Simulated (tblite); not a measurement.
C4H9FGeO.
Numbering: `[CH3:1][GeH2:2][C@@:3]1([F:4])[CH2:5][CH2:6][O:7]1` (hydrogens: H8, H9, H10 on C1; H11, H12 on Ge2; H13, H14 on C5; H15, H16 on C6)

Computed with GFN2-xTB (tblite), gas phase: L-BFGS steps from a force-field or distance-geometry start until the largest atomic force falls under 0.01 eV/Å.

Step 34: E = -648.8769 eV
```
atom  x, y, z in Å  |  force x, y, z in eV/Å
C1      2.6328    0.3241    0.1991   -0.037  -0.021  -0.009
Ge2     1.1688   -0.9740    0.4082    0.058  -0.074   0.042
C3     -0.5598   -0.2402   -0.2780    0.003   0.034  -0.004
F4     -0.6492   -0.6681   -1.6008   -0.038   0.023  -0.041
C5     -1.9045   -0.3805    0.4307   -0.049   0.063   0.042
C6     -1.9745    1.1409    0.2775    0.070  -0.035  -0.066
O7     -0.6328    1.1650   -0.2346   -0.041   0.008   0.055
H8      3.2170    0.3867    1.1127    0.011   0.043  -0.012
H9      2.2209    1.3024   -0.0303    0.010   0.034   0.022
H10     3.2931    0.0267   -0.6122   -0.031   0.023   0.006
H11     1.4345   -2.2354   -0.3631   -0.039  -0.040   0.014
H12     0.9785   -1.3834    1.8534   -0.042   0.060  -0.044
H13    -1.8127   -0.7156    1.4599   -0.008  -0.061   0.036
H14    -2.6600   -0.9551   -0.0954    0.025  -0.037  -0.051
H15    -2.0720    1.7146    1.2031    0.043   0.009  -0.092
H16    -2.6878    1.5006   -0.4741    0.064  -0.028   0.102
```

Step 35: E = -648.8790 eV
```
atom  x, y, z in Å  |  force x, y, z in eV/Å
C1      2.6261    0.3284    0.1985   -0.041  -0.037  -0.015
Ge2     1.1687   -0.9782    0.4153    0.046  -0.048   0.041
C3     -0.5598   -0.2448   -0.2792    0.034   0.022  -0.015
F4     -0.6402   -0.6716   -1.6027   -0.054  -0.006  -0.032
C5     -1.9077   -0.3813    0.4264    0.001   0.047   0.014
C6     -1.9666    1.1403    0.2796    0.043  -0.016  -0.053
O7     -0.6301    1.1607   -0.2420   -0.010   0.001   0.090
H8      3.2202    0.3922    1.1064   -0.014   0.055  -0.028
H9      2.2059    1.3037   -0.0311    0.021   0.022   0.050
H10     3.2801    0.0347   -0.6192   -0.027   0.014   0.004
H11     1.4387   -2.2423   -0.3511   -0.040  -0.034   0.016
H12     0.9755   -1.3839    1.8626   -0.037   0.068  -0.060
H13    -1.8181   -0.7209    1.4553   -0.027  -0.069   0.002
H14    -2.6640   -0.9483   -0.1084    0.038  -0.026  -0.016
H15    -2.0550    1.7088    1.2082    0.048   0.028  -0.053
H16    -2.6813    1.5113   -0.4624    0.020  -0.021   0.056
```

Step 36: E = -648.8806 eV
```
atom  x, y, z in Å  |  force x, y, z in eV/Å
C1      2.6190    0.3315    0.1976   -0.030  -0.031  -0.012
Ge2     1.1693   -0.9826    0.4225    0.014  -0.008   0.009
C3     -0.5595   -0.2491   -0.2802    0.048  -0.001  -0.015
F4     -0.6333   -0.6767   -1.6041   -0.061  -0.015  -0.010
C5     -1.9112   -0.3813    0.4224    0.051   0.005  -0.012
C6     -1.9588    1.1401    0.2810    0.009   0.001  -0.012
O7     -0.6272    1.1567   -0.2471    0.037  -0.010   0.088
H8      3.2220    0.3979    1.0999   -0.030   0.056  -0.036
H9      2.1933    1.3054   -0.0303    0.020   0.006   0.064
H10     3.2673    0.0415   -0.6256   -0.021   0.007  -0.002
H11     1.4430   -2.2480   -0.3405   -0.039  -0.034   0.018
H12     0.9746   -1.3826    1.8702   -0.036   0.065  -0.049
H13    -1.8252   -0.7279    1.4501   -0.041  -0.061  -0.030
H14    -2.6672   -0.9420   -0.1211    0.051  -0.009   0.013
H15    -2.0383    1.7044    1.2120    0.048   0.041  -0.013
H16    -2.6755    1.5215   -0.4508   -0.020  -0.011   0.001
```

Step 37: E = -648.8822 eV
```
atom  x, y, z in Å  |  force x, y, z in eV/Å
C1      2.6106    0.3340    0.1963   -0.011  -0.009  -0.006
Ge2     1.1700   -0.9873    0.4303   -0.021   0.029  -0.038
C3     -0.5581   -0.2535   -0.2814    0.046  -0.026  -0.008
F4     -0.6270   -0.6829   -1.6055   -0.060  -0.013   0.013
C5     -1.9136   -0.3812    0.4176    0.085  -0.040  -0.029
C6     -1.9506    1.1402    0.2825   -0.018   0.014   0.036
O7     -0.6232    1.1525   -0.2508    0.081  -0.017   0.062
H8      3.2227    0.4048    1.0924   -0.036   0.046  -0.034
H9      2.1805    1.3071   -0.0281    0.011  -0.009   0.066
H10     3.2532    0.0481   -0.6326   -0.014   0.000  -0.011
H11     1.4473   -2.2538   -0.3289   -0.038  -0.035   0.020
H12     0.9737   -1.3801    1.8774   -0.039   0.058  -0.024
H13    -1.8333   -0.7363    1.4436   -0.047  -0.047  -0.052
H14    -2.6696   -0.9355   -0.1340    0.060   0.008   0.029
H15    -2.0200    1.7005    1.2160    0.042   0.046   0.022
H16    -2.6702    1.5321   -0.4387   -0.042  -0.004  -0.047
```

**Question.** Estimate the geometry and energy of step 38. (The exact step hangs on the optimiser's Hessian estimate; all steps are aligned on step 37, rigid shifts and turns removed.)

**Answer.** E = -648.8844 eV, largest force 0.129 eV/Å
```
atom  x, y, z in Å  |  force x, y, z in eV/Å
C1      2.5989    0.3369    0.1944    0.018   0.022   0.001
Ge2     1.1702   -0.9932    0.4400   -0.054   0.060  -0.092
C3     -0.5550   -0.2592   -0.2838    0.031  -0.045   0.006
F4     -0.6193   -0.6904   -1.6078   -0.054  -0.009   0.033
C5     -1.9145   -0.3815    0.4106    0.098  -0.077  -0.034
C6     -1.9396    1.1404    0.2849   -0.034   0.026   0.082
O7     -0.6163    1.1471   -0.2544    0.113  -0.019   0.022
H8      3.2227    0.4152    1.0816   -0.036   0.024  -0.022
H9      2.1624    1.3089   -0.0238   -0.007  -0.020   0.058
H10     3.2334    0.0569   -0.6422   -0.005  -0.006  -0.022
H11     1.4520   -2.2628   -0.3124   -0.035  -0.032   0.023
H12     0.9701   -1.3755    1.8865   -0.041   0.049   0.008
H13    -1.8433   -0.7479    1.4338   -0.042  -0.031  -0.062
H14    -2.6709   -0.9272   -0.1499    0.063   0.022   0.032
H15    -1.9948    1.6956    1.2219    0.028   0.042   0.053
H16    -2.6637    1.5457   -0.4232   -0.043  -0.004  -0.086
```

The energy changes by -0.0022 eV. The first-order estimate −F·Δx gives -0.0029 eV and the mean of the old and new forces, exact on a quadratic surface, -0.0022 eV. The step makes an angle of 80° with the force vector and moves no atom by more than 0.026 Å.

The cost below is that of the whole relaxation. The run took 3.7 s wall, 2.3 s CPU on Intel Xeon at 2.50 GHz, one thread, shared host with 64 logical CPUs at a one-minute load of 64.
